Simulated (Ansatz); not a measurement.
```xyz
12

C     0.0239   -0.0407   -0.0164
C     0.0180   -0.0402    1.3114
C     0.0009    1.2774   -0.8717
C    -0.0241   -1.2645    2.2207
H     0.0360   -0.9323   -0.5060
H     0.0130    0.9760    1.8857
H     0.0108    2.1446   -0.1878
H     0.8791    1.1891   -1.5130
H    -0.8447    1.2533   -1.4930
H     0.0312   -2.1490    1.5414
H     0.8509   -1.2523    2.8009
H    -0.8922   -1.1832    2.8149
```

Basis set: 6-31G* (spherical functions). Correlated methods keep 4 orbitals frozen. Charge 0, multiplicity 1.

Computed with Ansatz (development build ahead of 0.2.0); each method stands on the lowest determinant of its kind that the runs found. Restricted open shells among the atoms or ions are ROHF, correlated in semicanonical orbitals with singles.

Question: Give the atomization energy at this shape (free ground-state atoms in the same class of orbitals less the molecule, no zero-point energy) of singlet C₄H₈ by RHF-MP2, RHF.

Answer:

```tsv
method	atomization energy
RHF-MP2	1060.35 kcal/mol
RHF	876.01 kcal/mol
```

Caution: the shape is not the minimum.
